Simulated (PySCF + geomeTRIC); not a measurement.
Species: [Cr(=O)2(Cl)2] (charge 0, multiplicity 1).

Give a relaxed geometry from TPSS-D3(BJ)/def2-SVP in PySCF + geomeTRIC.

the end point of this relaxation.
Z-matrix (Å, degrees):
```
Cr
O 1 1.5568
O 1 1.5570 2 108.81
Cl 1 2.1293 2 109.15 3 -119.05
Cl 1 2.1295 2 109.17 3 119.10
```
